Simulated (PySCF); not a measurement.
Compound: C3H11PSSi2.
Atom-mapped SMILES: `[PH2:1][SiH2:2][SiH2:3][C@@H:4]1[CH2:5][CH2:6][S:7]1`

Cartesian coordinates in Å at the GFN2-xTB level; atoms count from 1:
```xyz
18
C3H11PSSi2 angstrom
P      3.1401   -0.1753    0.7531
Si     2.2465    0.7642   -1.0786
Si     0.1147   -0.1031   -1.3771
C     -0.5609   -0.6353    0.3285
C     -2.0635   -0.9149    0.4092
C     -2.4527    0.4641    0.9326
S     -0.7284    0.8609    1.3998
H      4.1194    0.7807    0.9369
H      2.2804    0.4462    1.6387
H      3.1538    0.4040   -2.1756
H      2.2737    2.2314   -0.9973
H     -0.0037   -1.2963   -2.2292
H     -0.8510    0.8695   -1.9042
H      0.0650   -1.3826    0.8174
H     -2.5221   -1.1814   -0.5438
H     -2.2938   -1.6951    1.1356
H     -3.1302    0.4860    1.7828
H     -2.7959    1.1495    0.1596
```

NICS is the negative of the GIAO shielding at a point without a nucleus: at the ring centre (0) and 1 Å above and below it (1); zz is the component along the ring normal. Level: GIAO PBE0/pcSseg-1 (PySCF, non-relativistic, gas phase) on the GFN2-xTB geometry, one conformer.

Ring bond lengths (Å), with Mayer bond orders in brackets: C4–C5 1.531 (0.98), C5–C6 1.525 (1.01), C6–S7 1.830 (1.00), S7–C4 1.848 (0.99).

Question: Give the NICS values of each ring in ppm.

Answer: 
```json
{"ring": "C4–C5–C6–S7", "type": "4-membered ring with S; formal bonds all single", "NICS(0)": "-0.6", "NICS(1), two faces": "1.4 / 0.9", "NICS(1)zz, two faces": "9.1 / 7.2", "rms pucker (Å)": "0.10", "centre to ring atoms, mean (Å)": "1.18"}
```

Question: What can be read from them?

Answer: 
- C4–C5–C6–S7: mean NICS(1)zz 8.1 ppm, deshielded. C4, C5, C6 have four or more neighbours, so the value isn't read as a sign of a π ring current.

Question: List the ring angles and the Hirshfeld charges of the ring atoms.

Answer: 
- C4–C5–C6–S7: C4 91.6° (-0.113 e), C5 95.9° (-0.068 e), C6 92.5° (-0.067 e), S7 76.2° (-0.017 e); sum 356.3° against 360° for a flat convex ring.

Question: What are the shieldings of the ring atoms and their hydrogens in the same run (means over atoms taken as equivalent)?

Answer: 
```csv
atoms,environment,σ isotropic (ppm),"principal values of the symmetric part, first atom (ppm)"
C4,sp3 carbon bound to sulfur,161.7,"140.0, 154.9, 190.2"
C5,four-membered-ring carbon,156.1,"130.9, 161.9, 175.3"
C6,sp3 carbon bound to sulfur,158.5,"140.4, 151.5, 183.6"
S7,sulfide sulfur,495.8,"228.1, 389.9, 869.4"
H14,methine hydrogen,28.86,"25.2, 28.3, 33.1"
H15,methylene hydrogen,29.50,"24.9, 27.2, 36.4"
H16,methylene hydrogen,28.14,"24.8, 26.1, 33.5"
H17,methylene hydrogen,28.79,"24.4, 25.9, 36.0"
H18,methylene hydrogen,27.93,"24.1, 26.4, 33.3"
```
